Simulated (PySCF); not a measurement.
C3H9BO2Si, SMILES B[SiH2]CC(=O)OC at its GFN2-xTB optimised geometry (Å):

```
16

B     -1.9492    -3.7923    -1.9716
Si    -0.9337    -2.1188    -1.9245
C     -0.5688    -1.7508    -0.0588
C      0.2978    -0.5518     0.0000
O      1.5025    -0.5518     0.0000
O     -0.4345     0.5798     0.0000
C      0.2998     1.7935    -0.0265
H     -1.4195    -4.8330    -1.9017
H     -3.1152    -3.8029    -2.0572
H      0.3732    -2.1288    -2.6042
H     -1.6058    -0.9058    -2.4277
H     -0.0522    -2.5946     0.3911
H     -1.5025    -1.5638     0.4651
H      0.9153     1.8442    -0.9270
H      0.9512     1.8633     0.8472
H     -0.4350     2.5946    -0.0194
```

Calculation: B3LYP/def2-TZVP (PySCF). Cells within 0.4 Å of a nucleus heavier than hydrogen are left out (blank, or x).

Map of the log10 of the electron density (e/bohr³), floored at −4 on the plane z = 0.0 Å:

```
|00000000000000000000000000000|
|00000000000000000000000000000|
|00000000000001000000000000000|
|00000000001222221000000000000|
|00000000012344432210000000000|
|00000000023456654321000000000|
|00000000024578765543100000000|
|00000000124689887654210000000|
|000000001246789x8764310000000|
|00000000124578xx9865310000000|
|000000001356788x8764320000000|
|00000000246799987654321000000|
|000000013468xx986555432000000|
|000000013468xx987777643100000|
|00000001245789988899754200000|
|00000001345678xx99xx864200000|
|00000012455678xx99xx864200000|
|00000023567788988899764200000|
|000000245788xx877777653100000|
|000000245789xx876555432000000|
|00000023567889875443321000000|
|00000013456778875422100000000|
|00000012345567765321000000000|
|00000011233455654210000000000|
|00000011122344433100000000000|
|00000011112222221000000000000|
|00000001111111100000000000000|
|00000000111100000000000000000|
|00000000011100000000000000000|
```
Scale: ten equal steps from -4.00 (start of '0') to -0.201 (end of '9'), in the order '0123456789'; x runs from -5.00 to 5.00, y from -5.00 (bottom) to 5.00 (top).
